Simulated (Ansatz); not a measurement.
Born–Oppenheimer molecular dynamics of H4O3Si (8 atoms, charge 0, multiplicity 1). It starts from a relaxed structure.

The calculation used RKS PBE-D4/def2-SVP (Ansatz 0.2.0).

* ensemble: NVE (velocity Verlet)
* time step: 0.5 fs
* steps asked: 150
* starting velocities drawn for: 1000 K
* seed: 909222

First frame:

```xyz
8
Properties=species:S:1:pos:R:3
Si -0.069 -0.078 0.146
H 0.052 0.036 1.629
O 1.374 0.087 -0.676
H 1.770 -0.762 -0.941
O -1.073 1.185 -0.269
H -1.100 1.379 -1.223
O -0.630 -1.593 -0.304
H -1.417 -1.904 0.175
```

Question: How far do the bonds stretch over the last three quarters of this one trajectory? (Pairs bonded in most of those frames.)

Answer: 
```json
{"bond": "Si1–H2", "mean (Å)": "1.505", "spread (Å)": "0.006", "shortest": "1.49", "longest": "1.52"}
{"bond": "Si1–O3", "mean (Å)": "1.667", "spread (Å)": "0.025", "shortest": "1.63", "longest": "1.71"}
{"bond": "Si1–O5", "mean (Å)": "1.678", "spread (Å)": "0.023", "shortest": "1.64", "longest": "1.73"}
{"bond": "Si1–O7", "mean (Å)": "1.670", "spread (Å)": "0.020", "shortest": "1.65", "longest": "1.70"}
{"bond": "O3–H4", "mean (Å)": "0.975", "spread (Å)": "0.039", "shortest": "0.92", "longest": "1.04"}
{"bond": "O5–H6", "mean (Å)": "0.988", "spread (Å)": "0.045", "shortest": "0.92", "longest": "1.05"}
{"bond": "O7–H8", "mean (Å)": "0.973", "spread (Å)": "0.015", "shortest": "0.95", "longest": "1.00"}
```

Mean temperature of the second half: 539 K. The conserved energy stayed within 0.76 meV per atom of its start (net change 0.34 meV per atom), so the integration is sound. Over the second half the temperature averaged 0.54 of the 1000 K drawn at the start: a run that starts near a minimum puts about half its kinetic energy into the potential. A run of 0.075 ps of so small a system gives no equilibrium averages.

The run took 2.3 min on 1 thread of Intel(R) Xeon(R) 6975P-C (Granite Rapids), with other jobs on the host, peak memory 0.16 GiB.
